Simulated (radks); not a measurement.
Results of a calculation; reference values are marked as such.
The nuclear charge of the sulfur ion S+ is varied continuously with 15 electrons held in [Ne] 3s2 3p3. Code: a radial shooting solver on a logarithmic mesh with Libxc functionals. Model: scalar-relativistic Kohn-Sham, r2SCAN, spin-unpolarised, spherical densities, finite nucleus; meta-GGA in the generalised Kohn-Sham scheme; Fermi nuclear charge, rms radius 3.2611 fm. By the Hellmann-Feynman theorem dE/dZ = E(electron-nucleus)/Z, the electronic potential at the nucleus (averaged over a nucleus of fixed radius). The scalar-relativistic energy here is not variational (the density holds large components alone), so the two differ by a part that grows with Z.

Z     E (hartree)  E(electron-nucleus)/Z (hartree)  HOMO  e(HOMO) (eV)  <r> HOMO (bohr)
15     -342.01825                         -54.3706    3p        -5.618            2.362
15.5   -369.79427                         -56.7056    3p       -10.815            2.094
16     -398.73740                         -59.0359    3p       -16.954            1.893
16.5   -428.84601                         -61.3638    3p       -23.984            1.734
17     -460.11930                         -63.6906    3p       -31.873            1.603

The central difference of E at Z = 16 is -59.052 hartree, to compare with the third column; the second derivative is -4.66 hartree.
